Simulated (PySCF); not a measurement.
Computed shifts of a molecule CH2FNOSi, HF/pcSseg-1 (PySCF), GIAO, gas phase, equivalent atoms averaged, in ppm (number of nuclei): ¹⁵N: 194.7 (1). ¹³C: 120.8 (1). ²⁹Si: -26.3 (1). ¹⁹F: -132.7 (1). ¹H: 4.82 (1), 4.61 (1). References: ¹⁵N against NH3 (σ = 267.3 ppm); ¹³C against TMS (σ = 192.6 ppm); ¹⁷O against H2O (σ = 333.0 ppm); ²⁹Si against TMS (σ = 393.8 ppm); ¹⁹F against CFCl3 (σ = 238.5 ppm); ¹H against TMS (σ = 31.99 ppm), references at their B3LYP-D3(BJ)/def2-TZVP geometries, non-relativistic. Geometry: ωB97X-D3(BJ)/def2-SVP. One conformer was computed; it need not be the lowest.

**Question.** Which molecule gave these data?
A. O=C=N[SiH2]F
B. F[Si@H]1N=CO1
C. N#CO[SiH2]F

**Answer.** C, N#CO[SiH2]F
